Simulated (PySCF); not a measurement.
Two species compared at the same levels of theory.

First species: C6H10NOP.
Atom-mapped SMILES: `[CH3:1][c:2]1[cH:3][o:4][c:5]([N:6]([CH3:7])[CH3:8])[p:9]1` (hydrogens: H10, H11, H12 on C1; H13 on C3; H14, H15, H16 on C7; H17, H18, H19 on C8)

Second species: GaCl2(iBu), C₄H₉Cl₂Ga.
SMILES: `[Cl][Ga]([Cl])[CH2]C(C)C`

Levels: wB97X-D/def2-SVPD for HOMO energy, LUMO energy, HOMO–LUMO gap and static isotropic polarisability; TDDFT wB97X-D/def2-SVPD for lowest singlet excitation; TDA wB97X-D/def2-SVPD for lowest triplet excitation (Tamm–Dancoff). Geometries: PBE0-D3(BJ)/def2-SVP. Each species is one conformer at its optimised geometry, gas phase, non-relativistic unless stated. Electronic properties by PySCF.

Dipoles, sizes and rotational constants follow the conformer. The torsions of the flexible species, by atom-mapped SMILES:
- `[CH3:1][c:2]1[cH:3][o:4][c:5]([N:6]([CH3:7])[CH3:8])[p:9]1`: O4–C5–N6–C7 175°

Values for the first species:

* HOMO energy: -7.00 eV
* LUMO energy: 1.74 eV
* HOMO–LUMO gap: 8.74 eV
* Lowest singlet excitation: 4.77 eV
* Lowest triplet excitation (Tamm–Dancoff): 3.21 eV
* Static isotropic polarisability: 111.7 au

(1) Estimate the same properties for the second species, and the change in each.

## Answers

(1) 
| property | first | second | second less first |
| --- | --- | --- | --- |
| HOMO energy | -7.00 eV | -10.20 eV | -3.20 eV |
| LUMO energy | 1.74 eV | 0.37 eV | -1.37 eV |
| HOMO–LUMO gap | 8.74 eV | 10.57 eV | +1.83 eV |
| lowest singlet excitation | 4.77 eV | 5.95 eV | +1.18 eV |
| lowest triplet excitation (Tamm–Dancoff) | 3.21 eV | 5.64 eV | +2.43 eV |
| static isotropic polarisability | 111.7 au | 102.3 au | -9.4 au |

On the first: S1 lies 3.97 eV below the HOMO–LUMO gap; its leading configuration is HOMO→LUMO, weight 0.95. The principal polarisabilities are 76.1, 110.7 and 148.5 au; their mean is the isotropic value.

On the second: No computed singlet falls in the visible range (750 to 380 nm, 1.65 to 3.26 eV); S1 lies 2.69 eV above its blue end. The polarisability is 15.16 Å³ as a volume (1 au = 0.148185 Å³), or 1.04 au for each of the 98 electrons. The calculation is non-relativistic and has no spin–orbit coupling, an omission that weighs most on gallium.
